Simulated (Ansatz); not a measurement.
A structure relaxed at PBE/def2-TZVP in Ansatz, charge 0, doublet:

```csv
atom,x (Å),y (Å),z (Å)
Li1,2.819,0.563,-0.549
Li2,-2.021,-0.073,-0.180
Li3,-0.752,-2.821,-0.191
Li4,0.374,-0.595,-1.904
Li5,0.564,-0.493,0.938
Li6,0.146,1.985,-0.404
Li7,-1.130,1.434,2.290
```

(1) Give its formula and point group.

(2) Summarise the bond lengths by kind (pairs closer than 1.2 times the sum of covalent radii, bridged metal pairs left out).

Answers

(1) Li7. Point group C3v (tolerance 0.1 Å).

(2) 15 × Li–Li 2.85 to 3.03 Å.

Another isomer (doublet) lies 0.12 eV lower at PBE0/def2-TZVP; other spin states weren't run for this one.
